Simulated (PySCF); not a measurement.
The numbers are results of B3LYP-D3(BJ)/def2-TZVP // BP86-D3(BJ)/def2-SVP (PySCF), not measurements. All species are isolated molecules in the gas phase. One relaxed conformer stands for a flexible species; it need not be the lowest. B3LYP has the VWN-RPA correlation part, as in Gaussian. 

Reference species: [Sc(Cl)3] (neutral, multiplicity 1).

The mean distance from the central atom to its bonded neighbours is 2.271 Å and the charge on the central atom (Mulliken) comes out as 1.12 e.

Changed species: [Sc(Cl)(NH2)2] (2 of 3 Cl replaced by NH2; the reference has 0 of 3 Cl replaced by NH2).

### Question
Predict the effect on the mean distance from the central atom to its bonded neighbours and charge on the central atom (Mulliken).

### Answer
the mean distance from the central atom to its bonded neighbours falls by 0.183 Å, to 2.088 Å; the charge on the central atom (Mulliken) rises by 0.14 e, to 1.26 e.
